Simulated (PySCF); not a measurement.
Vertical excitations of a molecule C₅H₇F from PySCF with TDA-ωB97X/def2-SVPD, as energy in eV (oscillator strength): 6.24 (1.122), 6.79 (0.004), 7.36 (0.007), 7.61 (0.015), 7.77 (0.031), 7.89 (0.002), 8.27 (0.007), 8.46 (0.000), 8.47 (0.003), 8.57 (0.004). Lowest triplet (TDA): 3.19 eV. Geometry: B3LYP-D3(BJ)/def2-SVP. Other conformers were not sampled.

Task: Which structure fits?
A) F/C=C\C1CC1
B) C[C@H]1CC=C1F
C) CC=C=C(C)F
D) C/C=C/C=C\F

Result: D, C/C=C/C=C\F
